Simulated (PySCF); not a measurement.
Mapped SMILES: `[BH2:1][c:2]1[cH:3][cH:4][cH:5][n:6]1[CH:7]([CH3:8])[CH3:9]`; H(Xn) means a hydrogen on atom n.

- GIAO CAM-B3LYP/pcSseg-1 shieldings
- coordinates at the PBE0-D3(BJ)/def2-SVP level
- program: PySCF
- single conformer, no solvent model, relativity neglected, fast rotation and ring inversion assumed for equivalent nuclei

Q: List the cross peaks expected in HSQC, COSY and HMBC spectra.

A: 

HSQC (one-bond C–H):
| δH | δC |
| --- | --- |
| 7.25 (H(C3)) | 145.5 (C3) |
| 7.16 (H(C5)) | 136.8 (C5) |
| 6.53 (H(C4)) | 118.9 (C4) |
| 4.93 (H(C7)) | 47.9 (C7) |
| 1.36 (H(C8)/H(C9)) | 25.9 (C8/C9) |

COSY cross peaks (H two or three bonds apart, from the bond graph; peaks can be absent where the dihedral angle is near 90°):
| δH | δH |
| --- | --- |
| 7.25 (H(C3)) | 6.53 (H(C4)) |
| 7.16 (H(C5)) | 6.53 (H(C4)) |
| 4.93 (H(C7)) | 1.36 (H(C8)/H(C9)) |

HMBC (two and three bonds, from the bond graph):
| δH | δC |
| --- | --- |
| 7.25 (H(C3)) | 150.9 (C2), 136.8 (C5), 118.9 (C4) |
| 7.16 (H(C5)) | 150.9 (C2), 145.5 (C3), 118.9 (C4), 47.9 (C7) |
| 6.53 (H(C4)) | 150.9 (C2), 145.5 (C3), 136.8 (C5) |
| 6.28 (H(B1)) | 150.9 (C2), 145.5 (C3) |
| 4.93 (H(C7)) | 150.9 (C2), 136.8 (C5), 25.9 (C8/C9) |
| 1.36 (H(C8)/H(C9)) | 47.9 (C7), 25.9 (C8/C9) |

Referencing at the same level of theory: 1H (31.33 ppm) and 13C (182.45 ppm) vs TMS.

Short H···H contacts in this conformer between protons four or more bonds apart (candidates for NOE cross peaks, intensity ∝ r⁻⁶): H(B1)···H(C7) 2.08 Å, H(C5)···H(C8) 2.48 Å, H(B1)···H(C3) 2.79 Å.

Hydrogens on boron are broadened and split by 11B (spin 3/2, 80 %) and 10B (spin 3). A carbon bonded to boron is broadened by the quadrupolar boron nucleus and is often missing from a measured spectrum. Shifts are as computed, not scaled to solution data. Of 1309 compounds with measured shifts, 239 miss one by over three times the rms of a fit or turn the order of signals round; such compounds aren't used in these exercises.
